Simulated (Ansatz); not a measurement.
Species: B2N, charge 0, multiplicity 2. It need not be the lowest isomer of its formula. SMILES: [N]([B])[B]
Coordinates optimised at B3LYP-D3(BJ)/def2-TZVP (Ansatz, a program for electronic structure):
```xyz
3

B      0.0000     0.0000    -1.3108
N      0.0000     0.0000     0.0000
B      0.0000     0.0000     1.3108
```
Charge 0, spin multiplicity 2.

Parts of the frozen-core correlation energy in STO-3G (Ansatz, hartree). Frozen orbitals: 3; correlated occupied orbitals by spin: 6 and 5; virtual: 6 and 7. Open shells are spin-unrestricted. No spin-orbit coupling. No relativistic terms. The program attaches cautions to this run: large difference.

```json
[
 {"term": "reference (HF)", "value": "-102.30912"},
 {"term": "MP2 opposite-spin", "value": "(withheld)"},
 {"term": "MP2 same-spin", "value": "(withheld)"},
 {"term": "CCSD correlation", "value": "-0.15331"},
 {"term": "(T)", "value": "(withheld)"},
 {"term": "T1 diagnostic", "value": "0.088"},
 {"term": "largest doubles amplitude", "value": "0.090"},
 {"term": "<S^2> of the reference", "value": "1.117"}
]
```

Question: Fill in the missing entries.

Answer: 
- MP2 opposite-spin, value: -0.08921
- MP2 same-spin, value: -0.03170
- (T), value: -0.01082
